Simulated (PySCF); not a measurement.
GeH2, SMILES [GeH2] (connectivity only; charge and spin as stated), charge -1, multiplicity 2. Atoms are numbered in the order given.

```xyz
3

Ge     0.0000     0.0000    -0.0670
H      0.0000     1.1592     1.0722
H      0.0000    -1.1592     1.0722
```
Charge -1, spin multiplicity 2.

Coordinates come from a TPSSh-D3(BJ)/def2-TZVPD optimisation. The spin state was assumed, not searched. The isomer is the one that the SMILES or the coordinates give; other isomers of the formula were not compared.

Computed with r2SCAN/def2-TZVPD (PySCF).

Mulliken values depend strongly on the basis, most of all with diffuse functions as here. ESP charges are fitted to the potential on shells at 1.4 to 2.0 van der Waals radii. Atomic charges (e):

```tsv
atom	Mulliken	meta-Löwdin	ESP fit	Mulliken spin
Ge1	-0.95	___	-0.80	1.17
H2	-0.02	___	-0.10	-0.09
H3	-0.02	___	-0.10	-0.09
```

Problem. Complete the blanks. (Estimate from the structure and the level; the computed values follow.)

Solution. 
- Ge1, meta-Löwdin: -0.72
- H2, meta-Löwdin: -0.14
- H3, meta-Löwdin: -0.14
